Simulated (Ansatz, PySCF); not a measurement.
Stepwise substitution at one centre (Si OH-NH2). Isolated molecules, 0 K electronic values unless said otherwise. One relaxed conformer stands for each flexible species; it need not be the lowest. Strings in code marks are SMILES.

Quantity: redistribution energy (mixed species minus the weighted end members), in eV.

Level 1: B3LYP/3-21G // B3LYP-D3(BJ)/def2-TZVP (PySCF)
Level 2: PBE/6-31G* // B3LYP-D3(BJ)/def2-TZVP (PySCF)
Level 3: frozen-core MP2/6-31G* // B3LYP-D3(BJ)/def2-TZVP (PySCF)
Level 4: HF/cc-pVTZ // B3LYP-D3(BJ)/def2-TZVP (Ansatz, a first-principles code)

| species | level 1 | level 2 | level 3 | level 4 |
|---|---|---|---|---|
| 1 of 4 OH replaced by NH2: `N[Si](O)(O)O` | -0.099 | -0.040 | -0.040 | -0.018 |
| 2 of 4 OH replaced by NH2: `N[Si](N)(O)O` | -0.171 | -0.073 | -0.079 | -0.050 |
| 3 of 4 OH replaced by NH2: `N[Si](N)(N)O` | -0.045 | 0.015 | 0.028 | 0.023 |
